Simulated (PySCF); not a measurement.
**Configurations of LaSi**

Unrestricted PBE0; La x2c-TZVPall, Si x2c-TZVPall; spin-free X2C with a Gaussian nucleus (PySCF 2.14). The search starts from ions with several 4f fillings and holds each by maximum overlap.

The lowest solution has 2Ms+1 = 4, about 0.0 4f electrons, near 2.58 Å.

The lowest solution of each spin and filling, followed along the bond (rough minima from three points):

```tsv
2Ms+1	4f population	⟨S²⟩ at the start	R at minimum (Å)	Te (eV)
4	0.02	3.76	2.58	0.00
2	0.03	1.80	2.75	0.19
```

Solutions at the starting distance of 2.710 Å, counted from the lowest; the search is not exhaustive:

```csv
2Ms+1,4f population,E (eV),⟨S²⟩,⟨Lz²⟩,μ (D)
4,0.02,0.00,3.76,1.5,-5.33
4,0.02,0.04,3.76,0.0,-5.10
2,0.03,0.12,1.80,0.0,-4.78
2,0.02,0.13,1.23,1.1,-5.09
2,0.03,0.26,1.79,2.2,-5.11
2,0.03,0.28,1.80,1.3,-4.89
4,0.02,0.45,3.78,5.0,-7.22
2,0.03,0.49,1.92,4.0,-5.16
```

Partly filled real f orbitals mix terms, so no term symbols are given. A positive dipole means La(−)Si(+).

Spin–orbit coupling is left out. Counting both spins, an empty level lies below a filled one in some of these solutions, because spin and occupation are held. With d or f electrons several states lie close, and the lowest PBE0 determinant need not be the measured ground state.
